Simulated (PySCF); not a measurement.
C2H2F, SMILES [C](F)=C (connectivity only; charge and spin as stated), charge +1, multiplicity 1.

Geometry optimised at PBE-D3(BJ)/def2-TZVP. The multiplicity is an assumed one; other spin states were not compared. The isomer is the one that the SMILES or the coordinates give; other isomers of the formula were not compared.

These are SMD-M06-2X/def2-SVP (PySCF) values and carry that method's errors.

Solvation free energies are E(SMD) − E(gas) at the gas-phase geometry, for 1 M in both phases.

Q: Estimate the solvation free energies in water, chlorobenzene, benzene. (An estimate is asked for; the answer gives what the named calculation found.)

A: 
```json
[
 {"solvent": "water", "ΔG(solv) (kcal/mol)": "-70.6", "its non-electrostatic (CDS) part": "4.2"},
 {"solvent": "chlorobenzene", "ΔG(solv) (kcal/mol)": "-61.1", "its non-electrostatic (CDS) part": "1.1"},
 {"solvent": "benzene", "ΔG(solv) (kcal/mol)": "-41.1", "its non-electrostatic (CDS) part": "0.9"}
]
```
